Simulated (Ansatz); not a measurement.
Molecule: C2H8BSi, net charge 0, doublet state. It need not be the lowest isomer of its formula. 
Geometry from a B3LYP-D3(BJ)/def2-TZVP (Ansatz, an electronic-structure program) optimisation:
SMILES: CB(C)[SiH2]
```xyz
12

C     -0.6218     1.6488     0.5190
B     -0.4039     0.1420     0.1241
C     -1.6128    -0.8632     0.1678
Si     1.3679    -0.4809    -0.4205
H     -1.5319     2.0489     0.0589
H     -0.7939     1.7014     1.6022
H      0.2041     2.3236     0.2909
H     -2.3004    -0.6136    -0.6511
H     -1.3570    -1.9183     0.0635
H     -2.1958    -0.7384     1.0869
H      2.5598     0.3904    -0.5412
H      1.6911    -1.8848    -0.7654
```
Charge 0, spin multiplicity 2.

Atomisation energy built up term by term with Ansatz (kcal/mol; UHF references for open shells; valence terms freeze the core; atomic spin-orbit terms are left out). Basis-set limits of correlation are two-point, X^-3; Hartree-Fock from the larger set.

```csv
term,basis,kcal/mol
Hartree-Fock,cc-pV(Q+d)Z,[?]
CCSD correlation,"CBS(cc-pV(T+d)Z,cc-pV(Q+d)Z)",213.45
(T),"CBS(cc-pV(T+d)Z,cc-pV(Q+d)Z)",[?]
core correlation,cc-pwCVTZ,3.47
scalar relativity (X2C),cc-pVTZ-DK against cc-pVTZ,-0.98
sum: De,,[?]
```

Problem. What belongs in the gaps?

Solution. 
- Hartree-Fock, kcal/mol: 787.63
- (T), kcal/mol: 11.33
- sum: De, kcal/mol: 1014.9
